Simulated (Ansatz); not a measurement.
C2H8AlClSi (`C[CH]([AlH2])[SiH2]Cl`), relaxed with RKS PBE0-D4/def2-TZVP in the Gaussian-basis code of Ansatz from a PBE-D4/def2-SVP geometry. The force threshold is 0.005 eV/Å; the program also tests the step.

Total charge 0; spin multiplicity 1.

Start:

```xyz
13

C     1.180   -1.154   -0.253
C    -0.184   -0.446   -0.398
Al   -0.018    1.501   -0.969
Si   -1.103   -0.145    1.182
Cl   -0.737    2.001    1.458
H     1.721   -1.186   -1.221
H     1.847   -0.620    0.457
H     1.091   -2.201    0.107
H    -0.859   -0.977   -1.105
H    -1.234    2.136   -1.796
H     1.473    2.082   -1.033
H    -2.598   -0.240    1.119
H    -0.579   -0.751    2.453
```

```tsv
step	energy (eV)	largest force (eV/Å)	largest move (Å)
1	-29191.5742	0.419	0.000
2	-29191.6209	0.183	0.032
3	-29191.6255	0.064	0.018
4	-29191.6260	0.025	0.009
5	-29191.6261	0.018	0.008
6	-29191.6261	0.022	0.003
7	-29191.6262	0.008	0.008
8	-29191.6262	0.004	0.002
```

End:

```xyz
13

C     1.168   -1.143   -0.245
C    -0.189   -0.446   -0.403
Al   -0.019    1.479   -0.966
Si   -1.087   -0.137    1.162
Cl   -0.723    1.963    1.442
H     1.702   -1.191   -1.198
H     1.820   -0.602    0.447
H     1.077   -2.167    0.129
H    -0.846   -0.979   -1.098
H    -1.228    2.132   -1.763
H     1.453    2.071   -1.020
H    -2.564   -0.229    1.106
H    -0.564   -0.749    2.408
```

Run time 33 s (4 threads of an Arm Neoverse V2 on a shared host); peak host memory 0.7 GiB.
